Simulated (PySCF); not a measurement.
## The third ionisation energy along group 11

All values are computed (PySCF 2.14, energy differences of UHF-based or UKS calculations, no spin-orbit coupling). Values in eV. The last column holds reference values (NIST; (s) semi-empirical, (t) theoretical, else measured). Unmarked ones compare directly (S terms, centres of terms, or small fine structure); those marked * lie between the lowest fine-structure levels and include a spin-orbit shift.

```
                                                          element                 configurations     UHF  MP2 (valence)  CCSD(T) (valence)     LDA  r2SCAN  MP2 (valence and next inner shell)         reference
                               Cu (def2-QZVPPD, non-relativistic)            [Ar] 3d9 → [Ar] 3d8  34.314         37.048             36.687  38.371  36.775                              37.594  36.841 ± 0.012 *
Ag (def2-QZVPPD with the def2 core potential (28 electrons), ECP)            [Kr] 4d9 → [Kr] 4d8  32.974         34.937             34.743  35.451  34.577                              34.907  34.8 ± 0.3 (s) *
Au (def2-QZVPPD with the def2 core potential (60 electrons), ECP)  [Xe] 4f14 5d9 → [Xe] 4f14 5d8  30.896         32.696             32.559  33.348  32.538                              32.694    30 ± 1.6 (t) *
```

"Valence" correlates the outer s and p shells and, in groups 3 to 12 and the f block, the outer d or f shell, open or full, or the next shell where the ion has no valence electron left; the wider scheme adds the next inner shell.
